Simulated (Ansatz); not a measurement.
Input file:

```yaml
crystal:
  periodic: [false, false, false]
  atoms:
    - { symbol: B, position_ang: [-0.183227, 0.502594, -0.266828] }
    - { symbol: O, position_ang: [0.326843, -0.089769, 0.977052] }
    - { symbol: Cl, position_ang: [0.727236, 1.878194, -0.858976] }
    - { symbol: Cl, position_ang: [-1.93891, 0.435349, -0.443676] }
    - { symbol: H, position_ang: [0.747533, -0.983842, 0.277508] }
    - { symbol: Cl, position_ang: [0.706633, -1.343144, -1.227552] }
    - { symbol: H, position_ang: [-0.386108, -0.399482, 1.542372] }
basis:
  gaussian: { orbitals: def2-SVP }
hamiltonian:
  xc: { name: BHLYP }
  dispersion: d4
md:
  timestep: 0.5
  n_steps: 200
  ensemble: nve
  temperature: 100.0
  initial_velocities: maxwell_boltzmann
  seed: 11170
```

Command:

```bash
$ ansatz run input.yaml --threads 2 --pin off --max-ram 3072MiB --backend cpu --events-out ev --progress --plain --runs-dir out
```

Hardware: 2 threads of Arm Neoverse V2, with other jobs on the host.

Roughly how long does this run take, and how much memory?

6.1 min, with a peak of 0.2 GiB, for 201 ionic steps.
